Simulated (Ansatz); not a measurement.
One change: `[CH3][Al]([CH3])[NH2]` becomes `[BH2][Al]([CH3])[NH2]`.

Ansatz, PBE0-D4/def2-TZVP geometries, multiplicity 1. Each molecule was computed in one conformer, which needn't be the lowest.

| property | `[CH3][Al]([CH3])[NH2]` |
| --- | --- |
| HOMO–LUMO gap (B3LYP/def2-TZVPP) / eV | 7.00 |
| HOMO–LUMO gap (PBE0/def2-TZVPP) / eV | 7.54 |
| HOMO energy (PBE/def2-TZVPP) / eV | -5.81 |
| LUMO energy (ωB97M-V/def2-TZVPP) / eV | 1.66 |
| HOMO–LUMO gap (ωB97M-V/def2-TZVPP) / eV | 11.27 |
| LUMO energy (B3LYP/def2-TZVPP) / eV | 0.05 |

Question: What does the change do to each property? (Best estimate.)

Answer: The calculation gave: 
```tsv
property	`[BH2][Al]([CH3])[NH2]`	shift
HOMO–LUMO gap (B3LYP/def2-TZVPP) / eV	4.58	-2.42
HOMO–LUMO gap (PBE0/def2-TZVPP) / eV	4.97	-2.57
HOMO energy (PBE/def2-TZVPP) / eV	-5.91	-0.10
LUMO energy (ωB97M-V/def2-TZVPP) / eV	-0.21	-1.87
HOMO–LUMO gap (ωB97M-V/def2-TZVPP) / eV	9.05	-2.22
LUMO energy (B3LYP/def2-TZVPP) / eV	-2.33	-2.38
```

With PBE0 the HOMO rises by 0.09 eV and the LUMO falls by 2.48 eV, so the gap narrows by about 2.57 eV. PBE moves the HOMO by -0.10 eV and ωB97M-V by 0.36 eV.

B3LYP here is the variant with VWN-RPA as its local correlation; programs differ in this.
